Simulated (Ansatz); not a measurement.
H5NO3Ti (`[NH2][Ti]([OH])([OH])[OH]`). Total charge 0; spin multiplicity 1. Correlated methods include outer-core shells of Ti, which these sets cover unevenly. Scalar relativity is left out up to krypton.

Z-matrix (Å, degrees):
```
Ti
O 1 1.801
O 1 1.805 2 113.7
N 1 1.881 2 107.1 3 -119.2
O 1 1.809 2 109.2 3 121.1
H 2 0.958 1 129.9 3 -114.0
H 3 0.958 1 130.4 2 -19.5
H 4 1.010 1 124.6 2 146.8
H 4 1.010 1 124.2 2 -23.0
H 5 0.957 1 128.3 2 112.1
```

(1) Give the diagnostics of a CCSD(T)/def2-TZVPP run (frozen core, the Gaussian-basis code of Ansatz). (Estimate.)

## Answers

(1) Ansatz gave: T1 = 0.0238, largest single amplitude 0.043, largest double 0.020, (T) share of the correlation energy 4.6 %, 14 CCSD cycles. The RHF solution is stable towards an unrestricted one. T1 lies over the customary mark of 0.02 for closed shells; compounds of d metals often pass it without a breakdown.
